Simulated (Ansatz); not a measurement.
One change: `O[SiH](O)S[SiH](O)O` becomes `O[SiH](O)S[SiH2]Cl`.

Ansatz, PBE0-D4/def2-TZVP geometries, multiplicity 1. Each molecule was computed in one conformer, which needn't be the lowest.

```csv
property,`O[SiH](O)S[SiH](O)O`
HOMO energy (ωB97M-V/def2-TZVPP) / eV,-9.99
HOMO–LUMO gap (PBE0/def2-TZVPP) / eV,8.01
size of the dipole moment (PBE/def2-TZVPP) / D,2.12
LUMO energy (ωB97M-V/def2-TZVPP) / eV,1.81
LUMO energy (B3LYP/def2-TZVPP) / eV,-0.08
HOMO–LUMO gap (ωB97M-V/def2-TZVPP) / eV,11.80
```

Problem. Give the same properties after the change, and the shifts. (Estimate.)

Solution. Computed: 
```tsv
property	`O[SiH](O)S[SiH2]Cl`	shift
HOMO energy (ωB97M-V/def2-TZVPP) / eV	-10.12	-0.13
HOMO–LUMO gap (PBE0/def2-TZVPP) / eV	7.93	-0.08
size of the dipole moment (PBE/def2-TZVPP) / D	1.45	-0.67
LUMO energy (ωB97M-V/def2-TZVPP) / eV	1.70	-0.11
LUMO energy (B3LYP/def2-TZVPP) / eV	-0.24	-0.16
HOMO–LUMO gap (ωB97M-V/def2-TZVPP) / eV	11.82	0.02
```

With PBE0 the HOMO falls by 0.15 eV and the LUMO falls by 0.22 eV, so the gap narrows by about 0.07 eV. PBE moves the HOMO by -0.17 eV and ωB97M-V by -0.13 eV. Dipoles are sizes alone; their direction can turn.

B3LYP here is the variant with VWN-RPA as its local correlation; programs differ in this.
